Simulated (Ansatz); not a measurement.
`[SiH3]/C=C/Cl` + H₂O → `O/C=C\Cl` + SiH₄ at 400 K and 1 bar (formal hydrolysis of a C–Si bond).

Computed with Ansatz on PBE0-D4/def2-TZVP structures; ΔE is electronic, products minus reactants. CBS: MP2 limit from def2 TZ/QZ plus the TZ coupled-cluster correction, frozen cores. This one scheme is used for every species. Double bonds are as drawn, so ΔE can hold a change between cis and trans. Each species was taken in one conformer, which may not be the lowest.

```csv
species,CCSD(T)/CBS energy (Eh),H − E (kJ/mol),S (J/(mol·K))
`[SiH3]/C=C/Cl`,-827.94021,180.4,347.3
H₂O,-76.37941,69.8,198.6
`O/C=C\Cl`,-612.83223,148.7,308.0
SiH₄,-291.46306,96.9,218.6
```

H − E and S are ideal-gas, rigid-rotor, harmonic terms from PBE0-D4/def2-TZVP, for one conformer and one mirror image of each species. 1 Eh = 2625.50 kJ/mol, R = 8.31446 J/(mol·K).

Q: By hand: ΔE, ΔH, ΔS and ΔG.

A: ΔE = (-612.83223) + (-291.46306) − (-827.94021) − (-76.37941) = 0.02433 Eh = 63.9 kJ/mol. Δ(H − E) = 148.7 + 96.9 − 180.4 − 69.8 = -4.6, so ΔH = 59.3 kJ/mol. ΔS = 308.0 + 218.6 − 347.3 − 198.6 = -19.3 J/(mol·K). ΔG = 59.3 − 400 × (-19.3)/1000 = 67.0 kJ/mol.

Q: By hand: the equilibrium constant, and the temperature at which ΔG would vanish if ΔH and ΔS stayed fixed.

A: log₁₀ K = −ΔG/(RT ln 10) = -8.7. ΔH and −TΔS have one sign here, so there is no such temperature.

ΔH outweighs TΔS. A doubt of 5 kJ/mol in ΔE shifts log₁₀ K by 0.7 here. Other conformers and mirror images would add mixing entropy, several J/(mol·K) or more a flexible species. These are equilibria of isolated gas molecules and say nothing of rates. Largest T1 diagnostic: 0.012 (customary marks: 0.02 for closed shells, 0.045 for open ones).
